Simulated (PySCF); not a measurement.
PySCF 2.14 output of an unrestricted r2SCAN calculation on a single atom or ion in ANO-RCC-VTZP (8s7p5d3f2g1h, 104 functions), with the spin-free X2C one-electron Hamiltonian (Gaussian nucleus):

```
SCF conv_tol = 1e-09
number electrons alpha = 35  beta = 33
    J. W. Furness, A. D. Kaplan, J. Ning, J. P. Perdew, and J. Sun.,  J. Phys. Chem. Lett. 11, 8208-8215 (2020)
    J. W. Furness, A. D. Kaplan, J. Ning, J. P. Perdew, and J. Sun.,  J. Phys. Chem. Lett. 11, 9248-9248 (2020)
    J. W. Furness, A. D. Kaplan, J. Ning, J. P. Perdew, and J. Sun.,  J. Phys. Chem. Lett. 11, 8208-8215 (2020)
    J. W. Furness, A. D. Kaplan, J. Ning, J. P. Perdew, and J. Sun.,  J. Phys. Chem. Lett. 11, 9248-9248 (2020)
cycle= 1 E= -13566.5727985191  delta_E= 0.026  |g|= 0.907  |ddm|= 0.372
cycle= 2 E= -13566.1597804583  delta_E= 0.413  |g|= 2.37  |ddm|= 0.561
cycle= 3 E= -13566.6481524539  delta_E= -0.488  |g|= 0.0819  |ddm|= 0.37
cycle= 4 E= -13566.6490206854  delta_E= -0.000868  |g|= 0.0182  |ddm|= 0.0263
cycle= 5 E= -13566.6490596104  delta_E= -3.89e-05  |g|= 0.00166  |ddm|= 0.00815
cycle= 6 E= -13566.6490630183  delta_E= -3.41e-06  |g|= 0.00212  |ddm|= 0.00814
cycle= 7 E= -13566.6490575051  delta_E= 5.51e-06  |g|= 0.000156  |ddm|= 0.0218
cycle= 8 E= -13566.649057573  delta_E= -6.79e-08  |g|= 5.9e-05  |ddm|= 0.00143
cycle= 9 E= -13566.6490575798  delta_E= -6.8e-09  |g|= 3.42e-05  |ddm|= 0.000742
cycle= 10 E= -13566.649057579  delta_E= 8.06e-10  |g|= 1.14e-05  |ddm|= 0.000427
converged SCF energy = -13566.649057579  <S^2> = 2.0008611  2S+1 = 3.000574
```

The run itself started from symmetry-adapted Hartree-Fock orbitals and held the occupation by maximum overlap, on a logarithmic radial grid, so the iterations belong to that start.

Which element, charge and spin multiplicity is this?

Tm+ (thulium, charge +1), multiplicity 3; the state was [Xe] 4f13 6s1, high-spin 3F determinant.

Spin-orbit coupling, absent here, splits the open shell strongly.
